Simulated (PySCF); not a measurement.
Nb(O)(F)2(OH) (F2HNbO2), SMILES [OH][Nb]([F])([F])=[O], multiplicity 1.

Geometry optimised at B3LYP-D3(BJ)/def2-SVP. The multiplicity is an assumed one; no other spin state was optimised. The structure was generated by enumeration; whether it is a known compound was not checked. The def2 effective core potentials stand for the cores of Nb; spin–orbit coupling is left out. Other conformers were not sampled.

Two levels are set side by side: PBE/def2-TZVP (PySCF) and CAM-B3LYP/def2-TZVP (PySCF). Same geometry, gas phase. Differences are taken from unrounded values.

| quantity | CAM-B3LYP |
|---|---|
| orbital gap (eV) | 10.91 |
| highest occupied level (eV) | -11.68 |
| lowest empty level (eV) | -0.77 |
| dipole moment (D) | 2.56 |
| mean polarisability (bohr³) | 39.6 |

**Question.** What does PBE give, and how far is it from CAM-B3LYP? (The exact figures need the calculation; the answer reports its results.)

**Answer.** 
| quantity | PBE | PBE minus CAM-B3LYP |
|---|---|---|
| orbital gap (eV) | 5.83 | -5.09 |
| highest occupied level (eV) | -8.48 | 3.20 |
| lowest empty level (eV) | -2.66 | -1.89 |
| dipole moment (D) | 2.48 | -0.08 |
| mean polarisability (bohr³) | 42.3 | 2.7 |

Without exact exchange PBE keeps part of each electron's self-repulsion, which lifts occupied levels and narrows the gap. Loosely held outer electrons make PBE densities more polarisable. Differences between two approximate levels are no errors against the true value.

Rough cost on one machine, each run with all the roots and properties that it gave: CAM-B3LYP against PBE within a factor of 2.
